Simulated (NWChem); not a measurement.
Species: C₃H₃F₃; SMILES F[C@H]1[C@H](F)[C@H]1F

```xyz
9

F      0.2178    -1.1942     1.4089
C     -0.4282    -0.2122     0.7526
C     -0.4282    -0.2122    -0.7526
F      0.2178    -1.1942    -1.4089
C      0.3938     0.7777     0.0000
F      0.0500     2.0828     0.0000
H     -1.3392     0.1350     1.2539
H     -1.3392     0.1350    -1.2539
H      1.4741     0.5888     0.0000
```
Atoms are numbered in this order, from 1.

Level: PBE0/def2-SVP (NWChem), optimised geometry, unscaled harmonic frequencies. 

| frequency (cm⁻¹) | IR intensity (km/mol) |
|---|---|
| 177 | 2.0 |
| 285 | 7.3 |
| 285 | 19.9 |
| 314 | 0.1 |
| 485 | 1.3 |
| 667 | 30.5 |
| 854 | 28.6 |
| 984 | 19.8 |
| 987 | 16.0 |
| 1024 | 0.9 |
| 1109 | 0.0 |
| 1158 | 14.1 |
| 1196 | 30.9 |
| 1207 | 54.6 |
| 1254 | 105.1 |
| 1322 | 58.6 |
| 1379 | 37.0 |
| 1561 | 5.9 |
| 3180 | 0.0 |
| 3185 | 1.3 |
| 3189 | 12.2 |

```yaml
zero_point_energy: 36.9 kcal/mol
thermal correction to the enthalpy at 298.15 K (with zero-point energy): 40.8 kcal/mol
heat capacity Cv: 18.2 cal/(mol K)
entropy at 298.15 K and 1 atm (symmetry number 1): 74.8 cal/(mol K)
dipole_moment: 1.19 D
```

Rigid rotor and harmonic oscillator.
